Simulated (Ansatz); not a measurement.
A nudged elastic band was laid between two geometries of CH3BF2 + FH + FH (11 atoms, charge 0, multiplicity 1).

Computed with Ansatz, RKS r2SCAN/6-31G*.

```json
{"movable images": "5", "climbing image": "yes", "spring": "5.0 eV/Å²", "optimiser": "quadratic models (default)", "start path": "through a guess of the saddle point", "force threshold": "0.03 eV/Å", "iteration limit": "60", "end points": "relaxed"}
```

Image 0:

```xyz
11
Properties=species:S:1:pos:R:3
B -0.848 -0.288 -0.208
C 0.365 -0.519 -1.166
F -1.874 -1.126 -0.106
F -1.158 1.018 0.162
H 0.523 0.096 1.685
F 0.036 -0.728 1.515
H 0.088 1.689 0.918
F 0.876 1.582 1.461
H 0.076 -0.288 -2.201
H 1.216 0.124 -0.916
H 0.701 -1.561 -1.145
```

Image 6:

```xyz
11
Properties=species:S:1:pos:R:3
B -1.583 -0.238 0.603
C 0.992 -0.181 -1.230
F -2.193 -1.009 -0.271
F -1.857 1.041 0.693
H 0.531 0.522 1.947
F -0.712 -0.790 1.451
H 0.995 0.464 -0.346
F 0.838 1.386 1.754
H -0.029 -0.417 -1.547
H 1.500 0.336 -2.048
H 1.519 -1.114 -1.005
```

(1) Which bonds break or form, and what moves?

(2) What energy profile does the band end with?

(3) What is the geometry of the highest image?

Results:

(1) Bonds broken: B1–C2, H5–F6, H7–F8. Bonds formed: B1–F6, C2–H7, H5–F8. CH3BF2 + FH + FH becomes BF3 + CH4 + FH.

(2) The forces met the threshold. The highest image is number 3 of 0 to 6, 0.90 eV above the first end and 1.98 eV above the last; the last end lies 1.09 eV below the first. Neighbouring images differ by up to 1.6 eV, so the band resolves the path poorly. The order of the stationary point at the top wasn't checked. The orbitals stay closed-shell, which can raise the energy where a bond breaks towards radicals; this wasn't checked here.

| image | path coordinate (Å) | energy (eV) | B1–C2 (Å) | H5–F6 (Å) | H7–F8 (Å) |
| --- | --- | --- | --- | --- | --- |
| 0 | 0.00 | 0.00 | 1.56 | 0.97 | 0.96 |
| 1 | 0.91 | 0.11 | 1.57 | 0.96 | 0.95 |
| 2 | 1.82 | 0.37 | 1.59 | 0.97 | 0.95 |
| 3 | 2.72 | 0.90 | 1.73 | 1.16 | 1.16 |
| 4 | 3.67 | -0.72 | 2.46 | 1.63 | 1.87 |
| 5 | 4.62 | -1.08 | 2.96 | 1.85 | 2.25 |
| 6 | 5.58 | -1.09 | 3.16 | 1.87 | 2.30 |

(3) 
```xyz
11
Properties=species:S:1:pos:R:3
B -0.946 -0.231 0.118
C 0.451 -0.192 -0.895
F -1.640 -1.339 -0.217
F -1.612 0.951 0.108
H 0.341 0.341 1.683
F -0.499 -0.460 1.594
H 0.779 0.635 0.194
F 1.106 1.052 1.226
H -0.164 -0.170 -1.803
H 1.213 0.563 -1.178
H 0.970 -1.151 -0.831
```

Run time: 3 min on 2 threads of Intel(R) Xeon(R) Platinum 8488C (Sapphire Rapids), on a shared host, peak memory 0.18 GiB.
